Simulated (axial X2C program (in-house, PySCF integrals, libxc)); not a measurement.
**What spin–orbit coupling does to SrAs**

Calculated with an in-house all-electron X2C program for linear molecules (integrals from PySCF). Spin-free means the one-electron spin-free X2C Hamiltonian; two-component (2c) means X2C with spin–orbit coupling and atomic mean-field two-electron Coulomb and Gaunt terms, so the difference of the two also holds small scalar two-electron terms. Basis: Sr dyall-cv3z [13s12p8d5f1g], As dyall-cv3z [9s9p6d4f1g] (cores contracted in-house); Gaussian nuclei, density fitting, unrestricted open shells. Masses: Sr 87.906 u, As 74.922 u.

Spin-free state: M_S = 3/2, Λ = 0 (beyond evenly filled blocks: σα, π+α, π-α); fragments Sr + As.

```
level  Re (Å)  ωe (cm⁻¹)  De (eV)  μ (D)
   HF   3.102      158.5    0.574  -4.93
  MP2   3.041      160.6    0.675    n/a
```

Correlated methods: 15 electrons correlated (number of frozen shells: Sr 3 s, 2 p, 1 d; As 3 s, 2 p, 1 d), 297 virtual spin orbitals or spinors in MP2.

Dipoles are positive if As is the positive end.

Two-component determinant lowest at the distance of the search:

Ω = 3/2 (⟨Sz⟩ = 1.48, ⟨Lz⟩ = 0.02 at HF); fragments Sr + As.

```tsv
level	Re (Å)	ωe (cm⁻¹)	De (eV)	μ (D)
HF	3.100	158.3	0.576	-4.95
MP2	3.041	160.5	0.673	n/a
```

Task: From the two tables, how do the constants change at the MP2 level (2c against spin-free)?

Result: At the MP2 level Re is unchanged within 0.001 Å and ωe doesn't move by more than 0.2 cm⁻¹; De changes by -0.002 eV.

The state is one determinant whose occupation by symmetry is held fixed; it was picked as the lowest of a PBE0 search that is not exhaustive. Dissociation energies refer to the lowest single-determinant-based atoms at the same level and basis. PBE0 can misorder states that lie within some tenths of an eV, so this need not be the ground state of the molecule. The nearest other spin-free determinant of the search, M_S = 1/2, Λ = 0, lies 0.07 eV up at the distance of the search. With several unpaired electrons one determinant need not be a pure state. A state of lower Ω lies just above, and one determinant can place such states too high, so the state shown need not be the lowest. The search has Ω = 1/2 only 0.07 eV up. This is the top spin component of a Σ state; components of lower Ω are not single determinants and can lie lower.
